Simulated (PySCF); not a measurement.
C₃H₈N, doublet, geometry from GFN2-xTB. Base run: M062X/def2-SV(P) in PySCF.

Input for PySCF:
```python
from pyscf import gto, scf, dft

mol = gto.Mole()
mol.atom = '''
    C    -1.079160    0.804717    0.469369
    C    -0.048364   -0.005938   -0.328049
    C     1.394288    0.341077    0.076155
    N    -0.217119   -1.390650   -0.337606
    H    -0.899616    1.871028    0.355662
    H    -1.006001    0.550293    1.525219
    H    -2.089542    0.583745    0.128694
    H    -0.140417    0.303640   -1.393142
    H     1.604981    1.388797   -0.120265
    H     1.528821    0.142308    1.136300
    H     2.086945   -0.280873   -0.482225
    H    -1.165927   -1.663528   -0.091855
'''
mol.basis = 'def2-sv(p)'
mol.charge = 0
mol.spin = 1
mol.verbose = 4
mol.build()

mf = dft.UKS(mol)
mf.xc = 'm062x'
mf.kernel()
```

Variants of this job, named by their change:

```
change                                     ΔE vs base (mEh)  grid points  electrons on the grid
-----------------------------------------  ----------------  -----------  ---------------------
base                                                  0.000       134720               32.99997
grids.atom_grid = (75, 302)                          -0.003       174960               32.99997
grids.atom_grid = (50, 194)                          -0.072        79320               33.00004
grids.level = 4                                       0.005       239368               33.00000
grids.becke_scheme = stratmann                        0.000       134720               32.99997
grids.radi_method = gauss_chebyshev                   0.003       131808               32.99997
grids.level = 5                                       0.003       359368               33.00000
grids.prune = dft.gen_grid.treutler_prune             0.014       115496               32.99997
grids.radi_method = delley                           -0.004       146064               32.99997
grids.prune = off                                    -0.001       211400               32.99997
grids.level = 0                                     -45.585         9280               32.99319
```

Open shells are given as the SCF converged; they aren't shown to be the lowest states, and a large step between rows can be another state.
